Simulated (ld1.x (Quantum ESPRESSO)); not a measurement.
## Transferability test, ultrasoft potential for indium (In)

| Property | Result |
| --- | --- |
| Element | In |
| Generator | ld1.x (Quantum ESPRESSO) 7.5 |
| Type | ultrasoft |
| Functional | PBE |
| Relativity | fully relativistic |
| Frozen core | [Kr] |
| Valence charge | 13 |
| Reference configuration | 4d10 5s2 5p1 |
| Partial waves | 5s (bound): rcut 1.60, rcutus 1.90 bohr; 5s channel at 2.3 Ry: rcut 1.60, rcutus 1.90 bohr; 5p (bound): rcut 2.55, rcutus 3.20 bohr; 5p channel at 1.8 Ry: rcut 2.55, rcutus 3.20 bohr; 4d (bound): rcut 1.00, rcutus 1.30 bohr; 4d channel at 0.45 Ry: rcut 1.00, rcutus 1.30 bohr; 4f channel at 0.05 Ry: rcut 2.20, rcutus 2.80 bohr; 4f channel at 2.8 Ry: rcut 2.20, rcutus 2.80 bohr |
| Local potential | all-electron potential smoothed inside 2.00 bohr (lloc = -2) |
| Core correction | none |
| Augmentation charge | PSQ, inside the norm-conserving radii |

Open shells are filled in proportion to 2j + 1 (rel_dist='average').

Energies are relative to the spin-unpolarised reference configuration 4d10 5s2 5p1; without spin polarisation the order of configurations can differ from experiment. Not all tests gave a result: test run stopped at test 6 of 7 (negative rho).

```json
{"valence configuration": "4d10 5s2 5p0", "charge": "+1", "ΔE all-electron (eV)": "5.374", "error AE − PS (meV)": "+0.1"}
{"valence configuration": "4d10 5s1 5p0", "charge": "+2", "ΔE all-electron (eV)": "24.609", "error AE − PS (meV)": "+27"}
{"valence configuration": "4d9 5s0 5p0", "charge": "+4", "ΔE all-electron (eV)": "109.312", "error AE − PS (meV)": "+165"}
```

(1) What are ΔE and the potential's error for 4d10 5s0 5p0?

(2) What are ΔE and the potential's error for 4d10 5s2 5p0.5?

## Answers

(1) ΔE = 52.929 eV all-electron; the error (AE − PS) is +153 meV.

(2) ΔE = 1.945 eV all-electron; the error (AE − PS) is -0.1 meV.

These tests converged, but a pseudo level misses the all-electron one widely, so the file describes the atom poorly there or has found another state: 4d9 5s0 5p0: empty 5s by 12.1 eV.
